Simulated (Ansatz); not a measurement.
Reaction (cleavage of the Si–Ge bond): `[SiH3][SiH2][GeH2][SiH2][SiH3]` + `[SH][GeH3]` → `[SiH3][SiH2][S][GeH3]` + `[SiH3][SiH2][GeH3]`

Computed with Ansatz on PBE0-D4/def2-TZVP structures; ΔE is electronic, products minus reactants. CBS: MP2 limit from def2 TZ/QZ plus the TZ coupled-cluster correction, frozen cores. For Ge outer-core shells are correlated without core-valence functions, which leaves a few kJ/mol of doubt a bond. Scalar relativity is left out up to krypton. Each species was taken in one conformer, which may not be the lowest.

`[SiH3][SiH2][GeH2][SiH2][SiH3]`:

```xyz
17

Si   -1.850    1.896    0.313
Si    0.325    1.629    1.125
Ge    0.703   -0.670    1.624
Si    0.053   -1.988   -0.251
Si    1.042   -1.125   -2.184
H    -2.828    1.423    1.330
H    -2.144    3.318   -0.010
H    -2.021    1.080   -0.919
H     0.533    2.471    2.336
H     1.300    2.057    0.084
H     2.192   -0.909    1.938
H    -0.115   -1.073    2.866
H    -1.430   -1.927   -0.383
H     0.447   -3.411   -0.057
H     0.608    0.286   -2.374
H     0.661   -1.908   -3.391
H     2.523   -1.148   -2.046
```

`[SH][GeH3]`:

Z-matrix (Å, degrees):
```
Ge
S 1 2.224
H 1 1.536 2 110.4
H 1 1.533 2 104.8 3 119.2
H 1 1.536 2 110.4 3 -121.7
H 2 1.343 1 94.6 3 60.6
```

`[SiH3][SiH2][S][GeH3]`:

```xyz
12

Si    1.257    0.514   -1.606
Si   -0.974    0.197   -0.972
S    -1.371    1.016    0.966
Ge   -0.390   -0.540    2.220
H     1.498   -0.053   -2.962
H     1.566    1.968   -1.626
H     2.169   -0.159   -0.643
H    -1.320   -1.252   -0.995
H    -1.877    0.919   -1.906
H    -0.666   -0.124    3.669
H    -1.011   -1.910    1.910
H     1.120   -0.575    1.943
```

`[SiH3][SiH2][GeH3]`:

```xyz
11

Si    0.268   -1.264    1.486
Si   -0.704    0.565    0.404
Ge    0.242    0.845   -1.762
H    -0.309   -1.459    2.843
H     1.734   -1.049    1.616
H     0.039   -2.499    0.688
H    -0.481    1.802    1.202
H    -2.173    0.355    0.275
H     0.011   -0.418   -2.608
H     1.758    1.080   -1.651
H    -0.384    2.043   -2.494
```

```tsv
species	CCSD(T)/CBS(def2) energy (Eh)
`[SiH3][SiH2][GeH2][SiH2][SiH3]`	-3239.63817
`[SH][GeH3]`	-2476.30083
`[SiH3][SiH2][S][GeH3]`	-3056.88628
`[SiH3][SiH2][GeH3]`	-2659.06477
```

(1) Work out ΔE.

Largest T1 diagnostic among the species: 0.013.

## Answers

(1) ΔE = (-3056.88628) + (-2659.06477) − (-3239.63817) − (-2476.30083) = -0.01205 Eh = -0.33 eV.

In def2-TZVPP, CCSD(T) changes the Hartree–Fock value by +0.14 eV (the triples alone add +0.01 eV) and MP2 by +0.09 eV. The D4 term adds +0.04 eV with B3LYP and +0.03 eV with PBE0; it sums over pairs of atoms, weighted by their polarisabilities, and B3LYP, whose exchange is more repulsive, gets the larger term.

B3LYP here is the variant with VWN-RPA as its local correlation; programs differ in this.
